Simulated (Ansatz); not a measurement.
Molecule: GaF (charge 0, singlet). 
Coordinates optimised at B3LYP-D3(BJ)/def2-TZVP (Ansatz, a quantum-chemistry and plane-wave program):
SMILES: [F][Ga]
```xyz
2

Ga     0.0000     0.0000    -0.4051
F      0.0000     0.0000     1.3954
```

Basis-set convergence of Hartree-Fock and CCSD correlation energies (hartree) with Ansatz. Correlated levels leave the core frozen unless marked. Spin-orbit coupling is left out. Frozen are the shells of the preceding noble gas and the d and f shells that filled before the atom's block. Non-relativistic.

```csv
basis,functions,E(HF),"E(corr, CCSD)"
aug-cc-pVDZ,59,-2022.72899,-0.26907
aug-cc-pVTZ,105,-2022.82353,-0.32599
aug-cc-pVQZ,173,-2022.83373,-0.34719
```

Extrapolating the two largest sets (X = 3 and 4) as X^-3: E(corr) = (64·(-0.34719) - 27·(-0.32599))/37 = -0.3627 Eh, an estimate of the basis-set limit. The largest set recovers 95.7 % of it, the smallest 74.2 %.
